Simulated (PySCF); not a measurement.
# How methods differ on the ionisation energy of I³²⁺

I³²⁺ [Ar] 3d3 [3d3/2^3, M_J = 3/2] → I³³⁺ [Ar] 3d2 [3d3/2^2, M_J = 2], as a difference of total energies. Computed with PySCF 2.14 in an even-tempered Gaussian basis (16 s from 5.5 bohr⁻², ratio 2.8; 12 p from 7.2 bohr⁻², ratio 2.8; 8 d from 7.2 bohr⁻², ratio 2.8; 3 f from 24 bohr⁻², ratio 3), with the two-component X2C-1e Hamiltonian. Correlated levels: [Ne] frozen; the 74 highest virtual spinors dropped. "Screened" scales the spin-orbit matrix elements by Boettger's factors to mimic the two-electron term; Breit and QED terms are absent.

```json
{"method": "GHF (spin-free)", "ionisation energy (eV)": "1996.7"}
{"method": "GMP2 (spin-free)", "ionisation energy (eV)": "1996.7"}
{"method": "GHF (screened spin-orbit)", "ionisation energy (eV)": "1998.3"}
{"method": "GMP2 (screened spin-orbit)", "ionisation energy (eV)": "1998.7"}
```

Breit and QED terms and the two-electron picture change are absent.

The spin-free rows relax to the high-spin LS determinant and lack the spin-orbit shift.

The labels give the starting determinants; with spin-orbit coupling the two ends relaxed to ⟨J²⟩ = 4.22, ⟨L²⟩ = 9.55, ⟨S²⟩ = 2.64 and ⟨J²⟩ = 6.09, ⟨L²⟩ = 10.57, ⟨S²⟩ = 1.59.

The determinant of I³²⁺ mixes levels of different J (the jj label is only the starting occupation), so the difference between spin-free and spin-orbit rows is not the physical spin-orbit shift.

For comparison: 1999 ± 4 eV (theoretical estimate listed by NIST; NIST Atomic Spectra Database, ionization energies).
